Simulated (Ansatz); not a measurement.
A nudged elastic band was laid between two geometries of BF2H + H2S (7 atoms, charge 0, multiplicity 1).

Computed with RKS B3LYP-D4/def2-SVP (Ansatz).

| Quantity | Value |
| --- | --- |
| movable images | 7 |
| climbing image | yes |
| spring | 5.0 eV/Å² |
| optimiser | quadratic models (default) |
| start path | through a guess of the saddle point |
| force threshold | 0.03 eV/Å |
| iteration limit | 60 |
| end points | relaxed |

Image 0:

```xyz
7
Properties=species:S:1:pos:R:3
B 0.067 0.379 -0.051
H 0.317 0.849 1.024
F 0.997 0.267 -0.981
F -1.182 0.109 -0.398
S 0.369 -2.412 1.037
H -0.375 -2.818 -0.018
H -0.730 -2.211 1.800
```

Image 8:

```xyz
7
Properties=species:S:1:pos:R:3
B 0.162 -0.650 -0.569
H -0.435 0.332 2.389
F 1.150 0.218 -0.690
F -1.076 -0.224 -0.752
S 0.541 -2.374 -0.167
H -0.750 -2.775 -0.162
H -0.128 -0.364 2.364
```

What changes between the two ends?

Bonds broken: B1–H2, S5–H7. Bonds formed: B1–S5, H2–H7. BF2H + H2S becomes BF2HS + H2.

Give the energies along the band, and the barrier.

It converged. The highest image is number 5 of 0 to 8, 1.35 eV above the first end and 1.62 eV above the last; the last end lies 0.27 eV below the first. A vibrational analysis at the climbing image gives one clearly imaginary mode, 1093i cm⁻¹: a first-order saddle point. The orbitals stay closed-shell, which can raise the energy where a bond breaks towards radicals; this wasn't checked here.

| image | path coordinate (Å) | energy (eV) | B1–H2 (Å) | S5–H7 (Å) | B1–S5 (Å) |
| --- | --- | --- | --- | --- | --- |
| 0 | 0.00 | 0.00 | 1.20 | 1.35 | 3.01 |
| 1 | 0.63 | 0.00 | 1.20 | 1.35 | 3.03 |
| 2 | 1.25 | 0.01 | 1.20 | 1.35 | 3.02 |
| 3 | 1.88 | 0.08 | 1.20 | 1.35 | 2.92 |
| 4 | 2.51 | 0.43 | 1.21 | 1.37 | 2.57 |
| 5 | 3.13 | 1.35 | 1.36 | 1.67 | 2.08 |
| 6 | 3.83 | 0.23 | 1.97 | 2.28 | 1.85 |
| 7 | 4.52 | -0.21 | 2.57 | 2.84 | 1.81 |
| 8 | 5.22 | -0.27 | 3.17 | 3.30 | 1.81 |

What is the geometry of the highest image?


```xyz
7
Properties=species:S:1:pos:R:3:forces:R:3
B 0.013 -0.260 0.056 0.00 0.00 0.00
H -0.226 0.057 1.353 0.00 0.00 0.00
F 1.115 0.390 -0.340 0.00 0.00 0.00
F -1.134 -0.126 -0.626 0.00 0.00 0.00
S 0.473 -2.265 0.364 0.00 0.00 0.00
H -0.820 -2.659 0.284 0.00 0.00 0.00
H 0.041 -0.974 1.323 0.00 0.00 0.00
```

What are the harmonic wavenumbers there?

1093i, 228, 299, 336, 511, 686, 751, 902, 1046, 1225, 1262, 1397, 1649, 2020, 2673 cm⁻¹.

Run time: 8.9 min on 1 thread of Arm Neoverse V1 (shared host), peak memory 0.17 GiB.
